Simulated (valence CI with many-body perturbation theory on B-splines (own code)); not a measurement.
Energy levels of Nd LVI

Method: valence CI with perturbative core correlation (CI+MBPT): three valence electrons over a frozen Dirac-Fock core [He], a basis of 11 s, 11 p, 10 d, 8 f, 5 g, 2 h functions for each j, with the one-electron correlation potential Σ1 (screened to all orders), the two-electron term Σ2, the three-electron term Σ3, Breit, model QED; selected single and double excitations, second order for the rest, scaled by the run's own slope (own B-spline code, finite nucleus).

The last digits are not significant, and no measured levels were compared; by estimate large intervals hold to a few tenths of a per cent, small ones and those within an open d or f shell to about a per cent.

Levels 136 to 165 of 165, with energies above the lowest level, (2s^2 2p1/2) J=1/2. "Leading %" is the weight of the configuration and term that name the level; weights of strongly mixed levels are sums over their largest components and can fall short. In the jj column 3d3/2^4 stands for four electrons in 3d with j = 3/2. Lifetimes count E1, E2, E3, M1 and M2 decay at the calculated energies, and are blank where another channel may lead or the interval is too uncertain; long ones can be off by a factor of two.

| No. | Configuration | Term | J | E (× 10³ cm⁻¹) | Leading % | Second component | Lifetime | g | Leading jj |
| --- | --- | --- | --- | --- | --- | --- | --- | --- | --- |
| 136 | 2s2 4f | 2F° | 7/2 | 72703 | 98 |  | 7.14 fs | 1.138 | 2s^2 4f7/2 (98 %) |
| 137 | 2s 2p 4p | 4D | 3/2 | 72844 | 42 | 31 % 2s 2p 4p 2D | 10.1 fs | 1.116 | 2s 2p1/2 4p1/2 (99 %) |
| 138 | 2s 2p 4p | 4P | 1/2 | 72913 | 44 | 20 % 2s 2p 4p 2S | 14.6 fs | 1.811 | 2s 2p1/2 4p1/2 (99 %) |
| 139 | 2s 2p 4p | 4P | 3/2 | 73228 | 30 | 26 % 2s 2p 4p 4D | 13.3 fs | 1.367 | 2s 2p1/2 4p3/2 (100 %) |
| 140 | 2s 2p 4d | 4F° | 3/2 | 73357 | 60 | 14 % 2s 2p 4d 2D° | 6.03 fs | 0.680 | 2s 2p1/2 4d3/2 (100 %) |
| 141 | 2s 2p 4p | 2P | 1/2 | 73437 | 46 | 17 % 2s 2p 4p 2S | 6.25 fs | 1.308 | 2s 2p1/2 4p3/2 (98 %) |
| 142 | 2s 2p 4p | 4D | 5/2 | 73438 | 44 | 38 % 2s 2p 4p 2D | 31.3 fs | 1.332 | 2s 2p1/2 4p3/2 (99 %) |
| 143 | 2s 2p 4p | 2D | 3/2 | 73446 | 41 | 22 % 2s 2p 4p 2P | 8.55 fs | 1.286 | 2s 2p1/2 4p3/2 (99 %) |
| 144 | 2s 2p 4d | 4F° | 5/2 | 73530 | 48 | 28 % 2s 2p 4d 4D° | 4.20 fs | 1.160 | 2s 2p1/2 4d5/2 (75 %) |
| 145 | 2s 2p 4d | 2F° | 5/2 | 73568 | 38 | 27 % 2s 2p 4d 2D° | 6.18 fs | 1.114 | 2s 2p1/2 4d3/2 (73 %) |
| 146 | 2s 2p 4d | 2P° | 3/2 | 73594 | 25 | 22 % 2s 2p 4d 2D° | 3.20 fs | 1.082 | 2s 2p1/2 4d3/2 (98 %) |
| 147 | 2s 2p 4d | 4D° | 1/2 | 73602 | 56 | 38 % 2s 2p 4d 2P° | 2.45 fs | 0.429 | 2s 2p1/2 4d3/2 (99 %) |
| 148 | 2s 2p 4f | 4G | 5/2 | 73610 | 45 | 19 % 2s 2p 4f 4F | 7.05 fs | 0.841 | 2s 2p1/2 4f5/2 (100 %) |
| 149 | 2s 2p 4f | 4F | 7/2 | 73688 | 26 | 24 % 2s 2p 4f 4D | 7.19 fs | 1.144 | 2s 2p1/2 4f7/2 (100 %) |
| 150 | 2s 2p 4d | 2F° | 7/2 | 73742 | 38 | 38 % 2s 2p 4d 4F° | 3.46 fs | 1.236 | 2s 2p1/2 4d5/2 (99 %) |
| 151 | 2s 2p 4d | 2F° | 5/2 | 73766 | 42 | 24 % 2s 2p 4d 4P° | 3.47 fs | 1.143 | 2s 2p1/2 4d5/2 (98 %) |
| 152 | 2s 2p 4d | 2P° | 3/2 | 73770 | 38 | 33 % 2s 2p 4d 2D° | 3.52 fs | 1.105 | 2s 2p1/2 4d5/2 (98 %) |
| 153 | 2s 2p 4f | 2G | 7/2 | 73820 | 36 | 34 % 2s 2p 4f 4G | 7.07 fs | 0.995 | 2s 2p1/2 4f5/2 (99 %) |
| 154 | 2s 2p 4f | 4F | 3/2 | 73825 | 49 | 38 % 2s 2p 4f 2D | 7.00 fs | 0.655 | 2s 2p1/2 4f5/2 (99 %) |
| 155 | 2s 2p 4f | 4G | 5/2 | 73826 | 31 | 25 % 2s 2p 4f 2F | 7.04 fs | 0.924 | 2s 2p1/2 4f5/2 (99 %) |
| 156 | 2s 2p 4f | 2G | 9/2 | 73897 | 39 | 34 % 2s 2p 4f 4G | 7.20 fs | 1.182 | 2s 2p1/2 4f7/2 (99 %) |
| 157 | 2s 2p 4f | 4D | 7/2 | 73904 | 32 | 30 % 2s 2p 4f 2G | 7.20 fs | 1.139 | 2s 2p1/2 4f7/2 (99 %) |
| 158 | 2s 2p 4f | 2D | 5/2 | 73905 | 38 | 29 % 2s 2p 4f 2F | 7.18 fs | 1.072 | 2s 2p1/2 4f7/2 (99 %) |
| 159 | 2p2 4s | 4P | 1/2 | 74333 | 46 | 29 % 2p2 4s 2S | 17.1 fs | 1.997 | 2p1/2^2 4s (97 %) |
| 160 | 2p2 4p | 2P° | 1/2 | 74505 | 45 | 38 % 2p2 4p 4D° | 7.77 fs | 0.658 | 2p1/2^2 4p1/2 (98 %) |
| 161 | 2p2 4p | 2P° | 3/2 | 75095 | 34 | 20 % 2p2 4p 4D° | 8.21 fs | 1.330 | 2p1/2^2 4p3/2 (98 %) |
| 162 | 2p2 4d | 2D | 3/2 | 75213 | 41 | 33 % 2p2 4d 4F | 9.23 fs | 0.792 | 2p1/2^2 4d3/2 (98 %) |
| 163 | 2p2 4d | 2D | 5/2 | 75404 | 35 | 18 % 2p2 4d 4D | 3.51 fs | 1.196 | 2p1/2^2 4d5/2 (98 %) |
| 164 | 2p2 4f | 2F° | 5/2 | 75455 | 40 | 30 % 2p2 4f 4G° | 7.11 fs | 0.851 | 2p1/2^2 4f5/2 (98 %) |
| 165 | 2p2 4f | 2F° | 7/2 | 75534 | 36 | 17 % 2p2 4f 2G° | 7.25 fs | 1.138 | 2p1/2^2 4f7/2 (98 %) |
